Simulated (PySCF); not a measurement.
C5H11Ga, singlet, at a GFN2-xTB geometry (such geometries of metal compounds can be far from the true shape), with bond 4-2 at 1.4 times its length; CASSCF(4,4)/STO-3G (PySCF).

Here is a job for PySCF.
```python
from pyscf import gto, scf, mcscf
import numpy

mol = gto.M(
    atom='''
Ga   -0.18672489    0.13216695    0.41727811
C    -0.39150030    0.23213313    2.45524872
H    -0.97014819   -0.61247978    2.84061419
H    -1.11588869    1.51548436    2.87348720
H     0.58359979    0.23198911    2.95098184
C     1.41916717    0.96621679   -0.58029750
C     2.39444979   -0.11043194   -1.07691066
H     1.95057534    1.65357002    0.09143777
H     1.08311777    1.56577251   -1.43582887
H     1.88812064   -0.81523656   -1.73868380
H     2.80351864   -0.67591536   -0.23768573
H     3.22674100    0.33464263   -1.62496525
C    -1.59939606   -0.85483251   -0.66907053
C    -1.55537820   -0.86846107   -1.99696757
H    -2.41868327   -1.38067244   -0.17616007
H    -2.28823909   -1.37559536   -2.61416973
H    -0.76526457   -0.35980898   -2.53716688
''',
    basis='sto-3g',
    verbose=4,
)

mf = scf.RHF(mol)
mf.kernel()
mc = mcscf.CASSCF(mf, 4, 4)
mc.fix_spin_(ss=0.0)
mc.conv_tol = 1e-5
mc.kernel()
occ = numpy.linalg.eigvalsh(mc.fcisolver.make_rdm1(mc.ci, mc.ncas, mc.nelecas))[::-1]
ss = mc.fcisolver.spin_square(mc.ci, mc.ncas, mc.nelecas)[0]
print('natural occupations', occ.round(4), ' <S^2>', round(ss, 4))
```

The log (banner, timings and long lists left out):

```
PySCF version 2.14.0

[INPUT] verbose = 4
[INPUT] num. atoms = 17
[INPUT] num. electrons = 72
[INPUT] charge = 0
[INPUT] spin (= nelec alpha-beta = 2S) = 0
[INPUT] symmetry False subgroup None
[INPUT] Mole.unit = angstrom
[INPUT] Symbol           X                Y                Z      unit          X                Y                Z       unit  Magmom
[...]
nuclear repulsion = 413.109246574581
number of shells = 34
number of NR pGTOs = 162
number of NR cGTOs = 54
basis = sto-3g
ecp = {}

******** <class 'pyscf.scf.hf.RHF'> ********
method = RHF
initial guess = minao
damping factor = 0
level_shift factor = 0
DIIS = <class 'pyscf.scf.diis.CDIIS'>
diis_start_cycle = 1
diis_space = 8
diis_damp = 0
SCF conv_tol = 1e-09
SCF conv_tol_grad = None
SCF max_cycles = 50
direct_scf = True
direct_scf_tol = 1e-13
Set gradient conv threshold to 3.16228e-05
Initial guess from minao.
init E= -2092.00166922676
[...]
cycle= 1 E= -2093.97189568262  delta_E= -1.97  |g|= 0.601  |ddm|= 4.72
[...]
cycle= 2 E= -2094.15553207061  delta_E= -0.184  |g|=  0.2  |ddm|= 1.42
[...]
cycle= 3 E= -2094.16763592396  delta_E= -0.0121  |g|= 0.0567  |ddm|= 0.304
[...]
cycle= 4 E= -2094.16913417556  delta_E= -0.0015  |g|= 0.0198  |ddm|= 0.105
[...]
cycle= 5 E= -2094.16931183878  delta_E= -0.000178  |g|= 0.00378  |ddm|= 0.0384
[...]
cycle= 6 E= -2094.16932442994  delta_E= -1.26e-05  |g|= 0.00171  |ddm|= 0.0104
[...]
cycle= 7 E= -2094.16932852219  delta_E= -4.09e-06  |g|= 0.000879  |ddm|= 0.00677
[...]
cycle= 8 E= -2094.16933037632  delta_E= -1.85e-06  |g|= 0.000777  |ddm|= 0.00377
[...]
cycle= 9 E= -2094.16933315128  delta_E= -2.77e-06  |g|= 0.000701  |ddm|= 0.00611
[...]
cycle= 10 E= -2094.16933999055  delta_E= -6.84e-06  |g|= 0.000516  |ddm|= 0.0184
[...]
cycle= 11 E= -2094.16934578774  delta_E= -5.8e-06  |g|= 0.000291  |ddm|= 0.0266
[...]
cycle= 12 E= -2094.16934669562  delta_E= -9.08e-07  |g|= 0.000206  |ddm|= 0.00873
[...]
cycle= 13 E= -2094.16934705993  delta_E= -3.64e-07  |g|= 0.000169  |ddm|= 0.00521
[...]
cycle= 14 E= -2094.16934719191  delta_E= -1.32e-07  |g|= 0.000154  |ddm|= 0.00161
[...]
cycle= 15 E= -2094.16934733152  delta_E= -1.4e-07  |g|= 0.000139  |ddm|= 0.0017
[...]
cycle= 16 E= -2094.16934775719  delta_E= -4.26e-07  |g|= 9.16e-05  |ddm|= 0.00651
[...]
cycle= 17 E= -2094.16934790929  delta_E= -1.52e-07  |g|= 6.02e-05  |ddm|= 0.00415
[...]
cycle= 18 E= -2094.16934794715  delta_E= -3.79e-08  |g|= 5.14e-05  |ddm|= 0.00163
[...]
[...]
converged SCF energy = -2094.16934801732
CASCI E = -2094.16944897470  S^2 = 0.0000000
[...]
macro iter  39 (  6 JK    1 micro), CASSCF E = -2094.28781938489  dE = -4.99944722e-05  S^2 = 0.0000000
               |grad[o]|=0.00124  |grad[c]|=0.00138  |ddm|=0.00292  |maxRot[o]|=0.0796
macro iter  40 ( 17 JK    4 micro), CASSCF E = -2094.28786528025  dE = -4.58953605e-05  S^2 = 0.0000000
               |grad[o]|=0.00125  |grad[c]|=0.0014  |ddm|=0.0122  |maxRot[o]|=0.166
macro iter  41 ( 10 JK    2 micro), CASSCF E = -2094.28788575861  dE = -2.04783578e-05  S^2 = 0.0000000
               |grad[o]|=0.003  |grad[c]|=0.00261  |ddm|=0.00134  |maxRot[o]|= 0.02
macro iter  42 ( 18 JK    4 micro), CASSCF E = -2094.28788652923  dE = -7.70624411e-07  S^2 = 0.0000000
               |grad[o]|=0.00125  |grad[c]|=0.00221  |ddm|=0.00526  |maxRot[o]|=0.0189
macro iter  43 (  6 JK    1 micro), CASSCF E = -2094.28791416259  dE = -2.76333631e-05  S^2 = 0.0000000
               |grad[o]|=0.00157  |grad[c]|=0.000991  |ddm|=0.00239  |maxRot[o]|=0.024
macro iter  44 (  9 JK    2 micro), CASSCF E = -2094.28794250621  dE = -2.83436175e-05  S^2 = 0.0000000
               |grad[o]|=0.00101  |grad[c]|=0.000609  |ddm|=0.0055  |maxRot[o]|=0.0514
macro iter  45 (  6 JK    1 micro), CASSCF E = -2094.28795714745  dE = -1.46412431e-05  S^2 = 0.0000000
               |grad[o]|=0.000956  |grad[c]|=0.00119  |ddm|=0.00308  |maxRot[o]|=0.0256
macro iter  46 ( 21 JK    4 micro), CASSCF E = -2094.28796921597  dE = -1.20685154e-05  S^2 = 0.0000000
               |grad[o]|=0.00133  |grad[c]|=0.00288  |ddm|=0.0206  |maxRot[o]|=0.228
macro iter  47 ( 17 JK    4 micro), CASSCF E = -2094.28805262446  dE = -8.34084863e-05  S^2 = 0.0000000
               |grad[o]|=0.00404  |grad[c]|=0.00298  |ddm|=0.00889  |maxRot[o]|=0.0555
macro iter  48 (  7 JK    1 micro), CASSCF E = -2094.28805596372  dE = -3.33926528e-06  S^2 = 0.0000000
               |grad[o]|=0.000848  |grad[c]|=0.000653  |ddm|=0.00172  |maxRot[o]|=0.0135
macro iter  49 (  4 JK    1 micro), CASSCF E = -2094.28805641224  dE = -4.48514129e-07  S^2 = 0.0000000
               |grad[o]|=0.000343  |grad[c]|=0.000168  |ddm|=0.000447  |maxRot[o]|=0.00485
1-step CASSCF converged in  49 macro (856 JK 170 micro) steps
CASSCF canonicalization
Density matrix diagonal elements [1.06183402 1.86441362 1.00056438 0.07318797]
CASSCF energy = -2094.28805641224
CASCI E = -2094.28805641224  E(CI) = -4.36915853582377  S^2 = 0.0000000
natural occupations [1.969  1.0007 0.9993 0.031 ]  <S^2> 0.0
```
